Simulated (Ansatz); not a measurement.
A run on CH3BF2O, SMILES `OB(F)CF` with other settings.

```yaml
crystal:
  periodic: [false, false, false]
  atoms:
    - {symbol: O, position_ang: [-0.825722, 0.529885, 1.216125]}
    - {symbol: B, position_ang: [0.127286, -0.082149, 0.723561]}
    - {symbol: F, position_ang: [0.936492, -0.603031, 1.474438]}
    - {symbol: C, position_ang: [0.317093, -0.202777, -0.710888]}
    - {symbol: F, position_ang: [-0.629691, 0.404690, -1.330754]}
    - {symbol: H, position_ang: [-1.351845, 0.868081, 0.588591]}
    - {symbol: H, position_ang: [1.193096, 0.198859, -1.005740]}
    - {symbol: H, position_ang: [0.317931, -1.166181, -1.006669]}
basis:
  gaussian: {orbitals: def2-TZVPD, fitting: {mean_field: def2-universal-jkfit}}
magnetization: {spin_polarized: true, initial_magnetization: 0}
hamiltonian: {xc: {name: rPW86-PBE}}
scf: {lower_state_search: full}
output: {forces: true}
```

```sh
$ ansatz run in.yaml --threads 2 --pin off --events-out ev --progress --plain --max-ram 4352MiB
```

Shortened log:

```
Functional definition: rPW86-PBE
435 factors; integrals over basis functions are off by at most 1.6e0 eV
mean field evaluation 1: about -9252.4871 eV, gradient 6.0e1 eV
mean field evaluation 2: about -9252.4866 eV, gradient 6.0e1 eV
mean field evaluation 4: about -9263.3750 eV, gradient 1.7e1 eV
mean field evaluation 8: about -9264.3894 eV, gradient 9.6e-2 eV
mean field evaluation 16: about -9264.3897 eV, gradient 1.6e-5 eV
mean field -9264.38973908 eV, -340.4600432824 hartree, gradient 1.6e-5 eV, S^2 0.000000; 0 other end points of the search recorded, 0 dependent functions left out
reference -9264.38987195 eV, -340.4600481651 hartree; 20, 20 occupied and 201, 201 virtual orbitals, 435 factors
Total energy: -9264.38987195 eV, -340.4600481651 hartree
Atom 0 at    -0.825722     0.529885     1.216125 Å, force    -3.104306     1.990873     6.572613 eV/Å
Atom 1 at     0.127286    -0.082149     0.723561 Å, force     0.940106    -0.600348    -2.851232 eV/Å
Atom 2 at     0.936492    -0.603031     1.474438 Å, force     5.623944    -3.618824     5.072829 eV/Å
Atom 3 at     0.317093    -0.202777    -0.710888 Å, force     1.524745    -0.979054     0.704223 eV/Å
Atom 4 at    -0.629691     0.404690    -1.330754 Å, force    -5.245186     3.366100    -3.788728 eV/Å
Atom 5 at    -1.351845     0.868081     0.588591 Å, force    -3.702029     2.380209    -3.640071 eV/Å
Atom 6 at     1.193096     0.198859    -1.005740 Å, force     3.659344     1.347258    -1.032811 eV/Å
Atom 7 at     0.317931    -1.166181    -1.006669 Å, force     0.303382    -3.886213    -1.036823 eV/Å
Dipole moment:    -0.011600     0.007916    -0.242731 e Å
```

Hardware: 2 threads of an AMD EPYC 9R45 on a shared host. Wall time 4.1 s, peak host memory 0.4 GiB.
